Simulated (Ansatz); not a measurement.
Consider the cleavage of the Si–Si bond: `B[SiH](F)[SiH2]N` + `[OH][GeH3]` → `N[SiH2][O][GeH3]` + `B[SiH2]F`.

Isolated molecules relaxed with PBE0-D4/def2-TZVP in Ansatz; ΔE leaves out vibrations. CCSD(T)/CBS is the MP2 limit (def2-TZVPP, def2-QZVPP) plus CCSD(T) − MP2 in def2-TZVPP, frozen cores. DFT in def2-TZVPP. For Ge outer-core shells are correlated without core-valence functions, which leaves a few kJ/mol of doubt a bond. Scalar relativity is left out up to krypton. One conformer a species, not always the lowest.

`B[SiH](F)[SiH2]N`:

Cartesian coordinates in Å:
```
B 1.161 -1.513 -1.124
Si 1.323 -0.236 0.386
F 2.309 1.008 0.102
Si -0.847 0.536 0.904
N -1.564 1.299 -0.460
H 1.548 -1.299 -2.234
H 0.553 -2.527 -0.930
H 1.828 -0.928 1.609
H -0.791 1.549 1.992
H -1.575 -0.654 1.449
H -1.601 0.843 -1.357
H -2.345 1.923 -0.337
```

`[OH][GeH3]`:

Cartesian coordinates in Å:
```
O 0.010 -0.294 -1.340
Ge 0.155 0.172 0.375
H -0.791 -0.790 -1.522
H 1.478 0.939 0.448
H 0.184 -1.088 1.261
H -1.036 1.062 0.779
```

`N[SiH2][O][GeH3]`:

```xyz
11

N     0.526   -2.329   -0.343
Si   -0.346   -0.956    0.168
O     0.377    0.465   -0.204
Ge   -0.010    2.175    0.056
H     1.365   -2.612    0.137
H     0.559   -2.583   -1.316
H    -1.674   -1.004   -0.501
H    -0.487   -1.047    1.645
H     1.149    2.962   -0.568
H    -1.344    2.493   -0.642
H    -0.115    2.436    1.569
```

`B[SiH2]F`:

```xyz
7

B    -0.899    0.608    0.522
Si    0.593   -0.404   -0.345
F     0.120   -1.762   -1.061
H    -2.040    0.255    0.516
H    -0.634    1.632    1.082
H     1.617   -0.772    0.672
H     1.243    0.443   -1.385
```

(1) Is it downhill or uphill in electronic energy at CCSD(T)/CBS, and by how much? (Estimate.)

(2) What do these levels give: PBE-D4, r2SCAN-D4, ωB97X-V, PBE, r2SCAN, HF/def2-QZVPP? (An estimate is asked.)

Largest T1 diagnostic among the species: 0.013.

Answers

(1) The calculation gave: Downhill: ΔE = -1.38 eV.

(2) Computed: PBE-D4 -1.04, r2SCAN-D4 -1.27, ωB97X-V -1.34, PBE -1.05, r2SCAN -1.27, HF/def2-QZVPP -1.70 eV.

From PBE to PBE0 (25 % exact exchange), in def2-TZVPP and without D4, ΔE moves by −0.12 eV. In def2-TZVPP, CCSD(T) changes the Hartree–Fock value by +0.28 eV (the triples alone add +0.04 eV) and MP2 by +0.20 eV.
